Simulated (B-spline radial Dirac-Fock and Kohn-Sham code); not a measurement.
## Dipole and non-dipole photoemission parameters of Xe 4p3/2

System: the free xenon atom in the configuration 1s2 2s2 2p6 3s2 3p6 3d10 4s2 4p6 4d10 5s2 5p6; threshold 145.5 eV (tabulated edge). These are calculated numbers from a radial atomic solver; the model is Dirac-Hartree-Slater photoionisation with a Latter tail; cross sections with all multipoles, angular parameters from the dipole term and its interference with E2.

For linearly polarised light dσ/dΩ = σ/(4π) [1 + β P₂(cos θ) + (δ + γ cos²θ) sin θ cos φ], with θ from the polarisation vector and φ the angle between the beam and the projection of the electron momentum on the plane normal to the polarisation.

```tsv
hν (eV)	σ (kb)	β	γ	δ
154	369	-0.720	-0.345	0.130
200	321	-0.293	-0.035	0.005
310	264	0.790	0.085	0.044
356	237	0.998	0.169	0.035
460	186	1.275	0.237	0.020
784	93.8	1.580	0.122	0.003
800	91.0	1.587	0.115	0.002
850	83.2	1.607	0.094	0.002
1310	40.8	1.695	-0.020	0.001
1460	33.6	1.706	-0.030	0.001
1486.9	32.5	1.707	-0.031	0.001
1780	23.2	1.715	-0.023	0.002
2000	18.5	1.716	-0.002	0.003
3200	6.97	1.681	0.211	0.007
3400	6.10	1.673	0.252	0.008
4000	4.23	1.648	0.377	0.011
4090	4.02	1.644	0.396	0.012
5060	?	?	?	?
6000	1.60	1.561	0.769	0.024
6780	1.18	1.529	0.904	0.030
6820	1.16	1.527	0.910	0.030
8770	0.600	1.452	1.203	0.047
8850	0.585	1.449	1.214	0.047
13600	0.178	1.292	1.736	0.093
15000	0.134	1.252	1.852	0.108
```

Task: Give the values at 5060 eV.

Result: σ = 2.43 kb, β = 1.602, γ = 0.592, δ = 0.017.
